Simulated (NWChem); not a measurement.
Correlation energy of germanium monotelluride (GeTe)

```
Ge
Te 1 2.3664
```
Charge 0, spin multiplicity 1.

The numbers come from NWChem runs, not from measurements. All single points use one geometry, from B3LYP/def2-SVP with def2 effective core potentials on Te, a minimum by its harmonic frequencies.

Basis set: def2-TZVP. Each correlation energy counts from its own Hartree-Fock reference.

Effective core potentials replace the inner electrons of Te; spin-orbit coupling is left out. The correlated methods keep 13 core orbitals frozen. Coupled-cluster values serve here as a point of comparison, not as the truth.

Question: Order these methods by the correlation energy they give, lowest first: MP2, SCS-MP2, CR-CCSD[T], CR-CCSD(T).

Answer: MP2 (-681.0 mHa), CR-CCSD[T] (-672.5 mHa), CR-CCSD(T) (-670.9 mHa), SCS-MP2 (-609.8 mHa)
